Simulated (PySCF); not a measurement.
# Cs₂F₂: adding exact exchange

Base calculation in PySCF with density fitting and no spin–orbit coupling, PBE/def2-TZVP (scalar-relativistic core potentials): singlet, D2h, Cs–F 2.628 Å (×4); Cs–F–Cs 102.0° (×2), F–Cs–F 78.0° (×2); wavenumbers 79, 87, 203, 217, 237, 270 cm⁻¹; gap between the highest occupied and lowest empty levels 4.30 eV, polar-tensor charge of Cs 0.94 e, atomisation energy (no zero-point energy) 1181 kJ/mol.

What changes on going to PBE0/def2-TZVP (scalar-relativistic core potentials)?

The point group stays the same. Changes: mean bond to Cs -0.012 Å, highest wavenumber +7 cm⁻¹, lowest wavenumber +1 cm⁻¹, gap between the highest occupied and lowest empty levels +2.23 eV, polar-tensor charge of Cs +0.03 e, atomisation energy (no zero-point energy) -57 kJ/mol. The new structure has Cs–F 2.616 Å (×4); Cs–F–Cs 102.3° (×2), F–Cs–F 77.7° (×2), with wavenumbers 80, 88, 211, 222, 242, 277 cm⁻¹. Exact exchange shortens and stiffens the bonds and opens the gap, the usual pattern.

Each species is the lowest minimum found with this bonding; other isomers or fragments can lie lower.
